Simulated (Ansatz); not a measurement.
GaH2(OiPr) (C3H9GaO), relaxed as a singlet with RKS r2SCAN-D4/def2-SVP in Ansatz, starting from the GFN2-xTB geometry. Force threshold 0.02 eV/Å.

Another isomer (singlet) lies 0.46 eV lower at PBE0-D4/def2-TZVP; other spin states weren't run for this one.

Start:

```xyz
14

C     0.157   -0.075    0.716
C    -1.036   -1.017    0.584
C    -0.301    1.378    0.812
Ga    1.380   -0.354   -2.044
O     1.032   -0.231   -0.381
H     2.903   -0.414   -2.230
H     0.331   -0.407   -3.194
H     0.727   -0.335    1.620
H    -1.600   -0.760   -0.312
H    -1.683   -0.938    1.454
H    -0.685   -2.043    0.493
H     0.565    2.033    0.892
H    -0.853    1.641   -0.090
H    -0.938    1.521    1.680
```

```csv
step,energy (eV),largest force component (eV/Å),SCF passes
1,-57669.1099,1.602,18
2,-57669.2083,0.814,20
3,-57669.2638,0.409,20
4,-57669.3216,0.206,20
5,-57669.3421,0.196,20
6,-57669.3445,0.147,19
7,-57669.3555,0.064,19
8,-57669.3583,0.065,20
9,-57669.3591,0.142,19
10,-57669.3600,0.023,21
11,-57669.3602,0.012,21
12,-57669.3602,0.021,21
13 (rejected),-57669.3602,0.016,22
14,-57669.3603,0.001,13
```

Force components are those of the run's own axes.

End:

Cartesian coordinates in Å:
```
C 0.194 -0.101 0.771
C -0.941 -1.089 0.527
C -0.272 1.347 0.677
Ga 1.303 -0.241 -1.886
O 1.284 -0.347 -0.102
H 2.703 -0.593 -2.455
H 0.009 0.166 -2.659
H 0.585 -0.272 1.794
H -1.382 -0.933 -0.473
H -1.745 -0.971 1.272
H -0.567 -2.123 0.585
H 0.574 2.032 0.842
H -0.699 1.553 -0.320
H -1.047 1.570 1.428
```

By distances, no bond broke or formed. The bond that changes most is Ga4–O5, from 1.70 to 1.79 Å (atoms count from 1).

The force fell under the threshold at step 11, but the optimiser went on. No frequencies were taken in this run, so the end may be a saddle point.

Run time 31 s (4 threads of Arm Neoverse V2 on a shared host).
